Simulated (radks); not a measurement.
Values are calculated unless marked as measured or tabulated.
Dynamic dipole polarisability and lines of the zinc ion Zn2+, [Ar] 3d10. Code: a radial shooting solver on a logarithmic mesh with Libxc functionals. Model: scalar-relativistic Kohn-Sham, LDA (Slater exchange, VWN5 correlation), spin-unpolarised, spherical densities, finite nucleus; Fermi nuclear charge, rms radius of each element as measured or else 0.836 A^(1/3) + 0.57 fm. Time-dependent linear response with the Hartree and adiabatic LDA kernel, continuum included through the Sternheimer equations, no spin-orbit coupling, so fine structure and intercombination lines are absent. Lines are the poles of the dipole polarisability below minus the highest occupied eigenvalue, found on a grid refined at the orbital gaps; the lowest seven at most are given, and weak or close lines can be missed. The first line takes the name of the lowest orbital gap if no other gap lies below it; otherwise a line is named after a gap within 0.6 % of it, if that gap stands alone.

| photon energy (eV) | alpha (bohr^3) |
|---|---|
| 0 | 2.998 |
| 0.513 | 2.999 |
| 2.564 | 3.038 |
| 4.615 | 3.134 |
| 6.666 | 3.310 |
| 8.717 | 3.613 |
| 10.768 | 4.171 |
| 12.819 | 5.422 |
| 14.870 | 10.59 |
| 16.920 | -11.87 |
| 18.971 | -1.412 |
| 21.022 | 0.3830 |
| 23.073 | 1.382 |
| 25.124 | 6.916 |
| 27.175 | 3.830 |

Lines (eV, oscillator strength): 16.160 (76.72 nm, 3d-4p), f = 0.471; 25.238 (49.13 nm, 3d-5p), f = 0.0390. Higher lines, where found, are left out when the end of the mesh affects them. Those listed give 46 % of the static polarisability (sum of f/w^2). Orbital energy gaps for comparison: 3d-4p 15.541 eV; 3d-5p 25.133 eV. At laser wavelengths: 1550 nm 3.001, 1064 nm 3.006, 780 nm 3.013, 532 nm 3.030, 355 nm 3.073, 266 nm 3.137, 193 nm 3.284 bohr^3.
